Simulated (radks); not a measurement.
Valence configurations of Bi II. Method: Dirac Kohn-Sham, LDA (Slater exchange, Perdew-Wang correlation), spin-unpolarised, spherical densities, finite nucleus; open shells fill j = l - 1/2 first; Fermi nuclear charge, rms radius 5.5211 fm; computed with a radial shooting solver on a logarithmic mesh with Libxc functionals. Energies are relative to [Hg] 6p2; eigenvalues in eV.

valence,E (eV),e(4f5/2),e(4f7/2),e(5d3/2),e(5d5/2),e(6p1/2)
[Hg] 6p2,0.000,-162.60,-157.10,-36.049,-33.030,-12.845
[Xe] 4f14 5d9 6s2 6p3,24.180,-169.10,-163.60,-41.005,-37.850,-14.593
[Xe] 4f13.5 5d10 6s2 6p2.5,75.610,-172.82,-167.25,-39.519,-36.337,-13.799
[Xe] 4f14 5d10 6s1 6p3,11.274,-164.65,-159.16,-37.955,-34.913,-13.872
[Xe] 4f14 5d10 6p4,22.939,-166.62,-161.12,-39.762,-36.697,-14.822
[Xe] 4f13 5d10 6s2 6p3,155.96,-183.20,-177.55,-43.035,-39.689,-14.737
[Xe] 4f12.5 5d10 6s2 6p3.5,241.14,-193.74,-188.01,-46.595,-43.085,-15.662
[Xe] 4f14 5d10 6s1.5 6p2.5,5.587,-163.64,-158.14,-37.016,-33.985,-13.370

NIST lists [Hg] 6p2 as the ground configuration; this level of theory agrees among the configurations tried. The energies are those of spherical spin-averaged densities, not of single terms.
